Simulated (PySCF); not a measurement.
## Radial density of Se (selenium, neutral)

UHF, [Ar] 3d10 4s1 4p5, high-spin 3P determinant (an excited configuration). Computed with PySCF 2.14 in x2c-TZVPPall, with the spin-free X2C one-electron Hamiltonian (Gaussian nucleus).

```tsv
r (bohr)	4πr²ρ (e/bohr)	4πr²(ρα − ρβ)
0.000664	0.2572	0.0002
0.00112	0.6338	0.0005
0.00188	1.556	0.0011
0.00316	3.716	0.0026
0.00532	8.377	0.0058
0.00894	17.23	0.0117
0.0150	30.34	0.0195
0.0253	41.19	0.0235
0.0426	39.07	0.0209
0.0716	34.66	0.0478
0.120	48.10	0.0991
0.203	38.12	-0.0125
0.341	27.55	0.1469
0.573	29.97	0.0865
0.964	8.509	0.3932
1.62	3.593	1.4460
2.73	1.689	0.4161
4.59	0.1811	-0.0266
7.71	0.0005789	-0.0001
```

Densities and radii are taken from the X2C orbitals without a picture-change correction, which distorts them close to the nucleus.

Question: Where is the radial spin density 4πr²(ρα − ρβ) most negative, and why is it negative at all?

Answer: Around r = 4.59 bohr, down to -0.0266 e/bohr: exchange with the open shell polarises the paired shells in an unrestricted calculation.
